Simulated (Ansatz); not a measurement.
```yaml
crystal:
  periodic: [false, false, false]
  atoms:
    - {symbol: C, position_ang: [1.316546, -1.767711, 0.284560]}
    - {symbol: N, position_ang: [0.861351, -0.482643, -0.438978]}
    - {symbol: C, position_ang: [1.727460, 0.089064, -1.283679]}
    - {symbol: Ti, position_ang: [-0.815816, 0.149604, 0.209551]}
    - {symbol: N, position_ang: [-0.107343, 2.121773, 0.862010]}
    - {symbol: N, position_ang: [-1.656865, -0.315543, 1.690572]}
    - {symbol: N, position_ang: [-1.685344, 0.324425, -1.099188]}
    - {symbol: H, position_ang: [2.456538, -1.365106, 0.729164]}
    - {symbol: H, position_ang: [0.608572, -2.299347, 1.276365]}
    - {symbol: H, position_ang: [1.405105, -2.644603, -0.787003]}
    - {symbol: H, position_ang: [1.791233, -0.537567, -2.052090]}
    - {symbol: H, position_ang: [1.044026, 1.090504, -1.715816]}
    - {symbol: H, position_ang: [2.326127, 0.052255, -1.009463]}
    - {symbol: H, position_ang: [0.766832, 2.324462, 1.011003]}
    - {symbol: H, position_ang: [-1.035505, 2.990918, 1.180809]}
    - {symbol: H, position_ang: [-2.393744, -1.035603, 1.705094]}
    - {symbol: H, position_ang: [-1.386935, -0.234293, 2.605325]}
    - {symbol: H, position_ang: [-2.811896, 1.041133, -1.232995]}
    - {symbol: H, position_ang: [-1.954407, -0.009190, -1.955873]}
basis:
  gaussian: {orbitals: aug-pcseg-2}
magnetization: {spin_polarized: true, initial_magnetization: 0}
hamiltonian: {xc: {name: CCSD(T)}, dispersion: d4}
accuracy: high
output: {forces: true}
```

```sh
$ ansatz run in.yaml --threads 4 --pin off --events-out ev --progress --plain --max-ram 66560MiB --backend cuda --devices 0, --max-vram 37GiB
```

It prints (some lines left out):

```
Error: YAML parse error: error: line 26 column 19: hamiltonian.xc: no functional is named "CCSD(T)"; the names, which are not case-sensitive, are SVWN5, SPW92, PBE, PBE0, PBEsol, revPBE, revPBE0, RPBE, rPW86-PBE, HSE06, wPBEh, LC-wPBE, HISS, HF, BLYP, B3LYP, B3LYP5, BHLYP, CAM-B3LYP, r2SCAN, r2SCANh, r2SCAN0, r2SCAN50, m-r2SCAN, B97, wB97, wB97X, wB97X-V, B97M-V, wB97M-V, B2PLYP, B2GP-PLYP, PBE0-DH, PBE-QIDH
24 |   gaussian: {orbitals: aug-pcseg-2}
25 | magnetization: {spin_polarized: true, initial_magnetization: 0}
26 | hamiltonian: {xc: {name: CCSD(T)}, dispersion: d4}
27 | accuracy: high
28 | output: {forces: true}
```

(1) What is wrong with this run?

Answers

(1) The method's name isn't one that the program takes here. The input was rejected before any iteration.

HSE06 is defined as in plane-wave codes.
